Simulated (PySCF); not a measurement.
C6H6O. Atoms are numbered in the order given.

```xyz
13

C      0.0196    -2.9695     0.0000
C      0.0234    -1.6543     0.0000
C     -0.0201    -0.3213     0.0000
C     -1.2028     0.5420     0.0000
C     -0.7903     1.8298     0.0000
C      0.7103     1.8529     0.0000
O      1.1120     0.4774     0.0000
H      0.0210    -3.5583    -0.9385
H      0.0210    -3.5583     0.9385
H     -2.2320     0.1635     0.0000
H     -1.4212     2.7286     0.0000
H      1.1374     2.3641     0.8968
H      1.1374     2.3641    -0.8968
```

Geometry optimised at PBE-D3(BJ)/def2-SVP. One conformer was computed; it need not be the lowest.

All values below come from HF/def2-TZVP (PySCF).

Atomic charges (e):

```tsv
atom	IAO	Mulliken
C1	-0.29	-0.24
C2	-0.08	0.08
C3	0.22	0.08
C4	-0.15	-0.21
C5	-0.15	-0.20
C6	0.03	0.10
O7	-0.43	-0.39
H8	0.15	0.14
H9	0.15	0.14
H10	0.16	0.15
H11	0.15	0.15
H12	0.13	0.10
H13	0.13	0.10
```

Computed Mayer and Wiberg (Löwdin basis) orders of the bonds:
| bond | Mayer | Wiberg |
|---|---|---|
| C1–C2 | 1.92 | 2.20 |
| C2–C3 | 1.68 | 1.87 |
| C3–C4 | 1.07 | 1.18 |
| C4–C5 | 1.96 | 1.94 |
| C5–C6 | 1.04 | 1.21 |
| C3–O7 | 1.06 | 1.46 |
| C6–O7 | 0.93 | 1.36 |
| C1–H8 | 0.96 | 0.88 |
| C1–H9 | 0.96 | 0.88 |
| C4–H10 | 0.96 | 0.85 |
| C5–H11 | 0.96 | 0.86 |
| C6–H12 | 0.97 | 0.88 |
| C6–H13 | 0.97 | 0.88 |
